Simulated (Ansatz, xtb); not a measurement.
# C6H12N+: which of two isomers lies lower

Structure X: `C[C@@H]1C=CC[N@H+]1C`, a singlet. Structure Y: `CC1=CC[NH2+]CC1`, a singlet. Both are isolated ions in the gas phase, relaxed with B3LYP-D3(BJ)/def2-SVP; the shapes shown needn't be the lowest conformers.

X (Å):

```yaml
atoms:
  - { symbol: C, position_ang: [2.2043, -1.0533, -0.2579] }
  - { symbol: C, position_ang: [0.8285, -0.6680, 0.2602] }
  - { symbol: C, position_ang: [-0.3465, -1.3954, -0.3404] }
  - { symbol: C, position_ang: [-1.3393, -0.5698, -0.6752] }
  - { symbol: C, position_ang: [-1.0057, 0.8559, -0.3436] }
  - { symbol: C, position_ang: [0.9997, 1.8068, 0.8836] }
  - { symbol: N, position_ang: [0.4898, 0.7950, -0.0842] }
  - { symbol: H, position_ang: [3.0014, -0.4402, 0.1888] }
  - { symbol: H, position_ang: [2.2546, -0.9786, -1.3563] }
  - { symbol: H, position_ang: [2.4082, -2.0996, 0.0127] }
  - { symbol: H, position_ang: [0.8046, -0.7330, 1.3622] }
  - { symbol: H, position_ang: [-0.3530, -2.4813, -0.4433] }
  - { symbol: H, position_ang: [-2.3018, -0.8556, -1.1012] }
  - { symbol: H, position_ang: [-1.5029, 1.2065, 0.5758] }
  - { symbol: H, position_ang: [-1.2059, 1.5867, -1.1409] }
  - { symbol: H, position_ang: [0.9445, 0.9665, -0.9899] }
  - { symbol: H, position_ang: [0.5247, 1.6350, 1.8573] }
  - { symbol: H, position_ang: [2.0880, 1.7028, 0.9741] }
  - { symbol: H, position_ang: [0.7512, 2.8115, 0.5181] }
```

Y (Å):

```xyz
19

C     1.9601   -0.6236   -0.1443
C     1.2454    0.0403   -1.2830
C     1.8741    0.8119   -2.1847
C     1.1931    1.5215   -3.3168
C    -0.8594    0.2392   -2.6787
C    -0.2496   -0.1889   -1.3532
N    -0.2949    1.5836   -3.0751
H     3.0283   -0.3697   -0.1260
H     1.5151   -0.3276    0.8207
H     1.8627   -1.7202   -0.2141
H     2.9551    0.9623   -2.1257
H     1.5481    2.5573   -3.4280
H     1.3346    1.0171   -4.2875
H    -0.4815    2.2591   -2.3206
H    -0.7738    1.9432   -3.9102
H    -1.9526    0.3343   -2.6344
H    -0.5961   -0.4503   -3.4932
H    -0.7456    0.3249   -0.5090
H    -0.4712   -1.2588   -1.2078
```

Quicker runs give these differences E(Y) − E(X): GFN2-xTB −0.2 kcal/mol; HF/STO-3G −2.8 kcal/mol (at GFN2-xTB geometries); r2SCAN-D4/def2-SVP −8.1 kcal/mol (at GFN2-xTB geometries).

Problem. Estimate E(Y) − E(X) at the level CCSD(T)/def2-SVP + ΔMP2/def2-TZVPP.

Solution. Calculated at CCSD(T)/def2-SVP + ΔMP2/def2-TZVPP: E(Y) − E(X) = −5.3 kcal/mol, so structure Y lies lower.

The same difference at several levels:

```tsv
level	geometry	E(Y) − E(X) (kcal/mol)	departure from the last row (kcal/mol)	job, with rough time for the two
GFN2-xTB	GFN2-xTB	−0.2	+5.1	optimisation, 0.16 s
HF/STO-3G	GFN2-xTB	−2.8	+2.4	single point, 0.48 s
r2SCAN-D4/def2-SVP	GFN2-xTB	−8.1	−2.9	single point, 4.9 s
B3LYP-D3(BJ)/def2-SVP	B3LYP-D3(BJ)/def2-SVP	−7.2	−1.9	optimisation, 52 s
HF/def2-SVP	B3LYP-D3(BJ)/def2-SVP	−7.0	−1.7	part of the CCSD(T) run
MP2/def2-SVP	B3LYP-D3(BJ)/def2-SVP	−6.5	−1.2	part of the CCSD(T) run
CCSD(T)/def2-SVP	B3LYP-D3(BJ)/def2-SVP	−6.0	−0.7	single point
CCSD(T)/def2-SVP + ΔMP2/def2-TZVPP	B3LYP-D3(BJ)/def2-SVP	−5.3		single point, 2.1 min
```

As drawn, Y has 1 C–C, 1 N–H in place of 1 C–N, 1 C–H. Structure X has a 5-membered ring, Y a 6-membered ring.

GFN2-xTB finds them nearly level. The largest departure from CCSD(T)/def2-SVP + ΔMP2/def2-TZVPP is that of GFN2-xTB, 5.1 kcal/mol. The last row adds to CCSD(T) the change of the MP2 difference between the two basis sets, here +0.7 kcal/mol.

With thermal terms from frequencies at re-optimised GFN2-xTB minima (ideal gas, soft modes damped towards free rotors, one conformer each, 298.15 K, 1 atm): on the last row, ΔE + ΔZPE = −4.5, ΔH = −4.6, ΔG = −4.3 kcal/mol.

The correlated steps freeze 7 core orbitals. Mirror images aren't counted in ΔG. Programs: Ansatz 0.2.0, xtb 6.7.1; the last row on 4 threads of Arm Neoverse V1 on a shared host.
